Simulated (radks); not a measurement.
Dipole-allowed excitations along the series with 12 electrons in [Ne] 3s2. Calculated with a radial shooting solver on a logarithmic mesh with Libxc functionals: non-relativistic Kohn-Sham, LDA (Slater exchange, Perdew-Wang correlation), spin-unpolarised, spherical densities, point nucleus. Time-dependent linear response with the Hartree and adiabatic LDA kernel, continuum included through the Sternheimer equations. Lines are the poles of the dipole polarisability below minus the highest occupied eigenvalue, found on a grid refined at the orbital gaps; the lowest seven at most are given, and weak or close lines can be missed. The first line takes the name of the lowest orbital gap if no other gap lies below it; otherwise a line is named after a gap within 0.6 % of it, if that gap stands alone.

species,-e(HOMO) (eV),lowest orbital gap (eV),first line (eV),f,static alpha (bohr^3),measured (eV)
Mg,4.775,3s-3p 3.394,4.212 (3s-3p),1.50,71.39,3s-3p 4.346
Al+,14.890,3s-3p 5.728,7.473 (3s-3p),1.74,23.48,3s-3p 7.421
Si2+,28.599,3s-3p 7.935,10.365 (3s-3p),1.60,11.31,-
P3+,45.632,3s-3p 10.081,13.114 (3s-3p),1.45,6.485,-
S4+,65.874,3s-3p 12.191,15.786 (3s-3p),1.33,4.117,-
Cl5+,89.263,3s-3p 14.278,18.411 (3s-3p),1.22,2.797,-

Measured values: term averages from the NIST Handbook of Basic Atomic Spectroscopic Data.
